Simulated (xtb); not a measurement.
selenium hexafluoride (F$_{6}$Se), singlet, geometry from GFN2-xTB. Base run: GFN2-xTB run with xtb.

Input for xtb:
```
$ xtb mol.xyz --gfn 2 --json

# file mol.xyz
7

F      0.97227429    -1.31989934    -0.49748921
Se    -0.00000000     0.00000000     0.00000000
F      1.22973411     1.08914258    -0.48628133
F     -1.22973411    -1.08914258     0.48628133
F     -0.69092966     0.08112488    -1.56556125
F      0.69092966    -0.08112488     1.56556125
F     -0.97227429     1.31989934     0.49748921
```

The base run was repeated with changes; each row names its change, and settings that it needs were set with it.

```tsv
change	ΔE vs base (mEh)	HOMO-LUMO gap (eV)	SCF cycles
base	0.000	8.09	11
file = coord	0.000	8.09	11
acc = 0.1	0.000	8.09	12
etemp = 3000	0.000	8.09	11
etemp = 5000	-0.017	8.09	11
```
